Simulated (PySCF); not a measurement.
Gas-phase reaction: WOF4 + 2 SO2 ⇌ WO3 + 2 O + 2 SF2

Computed with PySCF and rigid-rotor harmonic-oscillator thermochemistry at 1 bar. † marks an energy on the PBE0/def2-TZVP geometry and frequencies; other levels use their own. MP2 and CCSD(T) freeze the core. Open shells (unrestricted): O (multiplicity 3); the rest are closed-shell singlets. Spin-orbit splitting is ignored; it lowers the true energy and changes the entropy of O. W: scalar-relativistic def2 core potential, no spin-orbit coupling. MP2 isn't extrapolated to the basis-set limit. CCSD(T) isn't extrapolated to the basis-set limit. Warning, large T1 diagnostic: SO2, WO3, WOF4 (CCSD(T)/def2-SVP†).

```tsv
level	ΔH°(298 K), kJ
CCSD(T)/def2-SVP†	1378
MP2/def2-SVP†	1446
MP2/def2-TZVPP†	1614
PBE/def2-SVP	…
PBE/def2-TZVP†	…
r2SCAN/def2-TZVP†	…
LDA/def2-TZVP†	1838
```

Task: Complete the blanks.

Result: 
- PBE/def2-SVP, ΔH°(298 K), kJ: 1568
- PBE/def2-TZVP†, ΔH°(298 K), kJ: 1620
- r2SCAN/def2-TZVP†, ΔH°(298 K), kJ: 1618
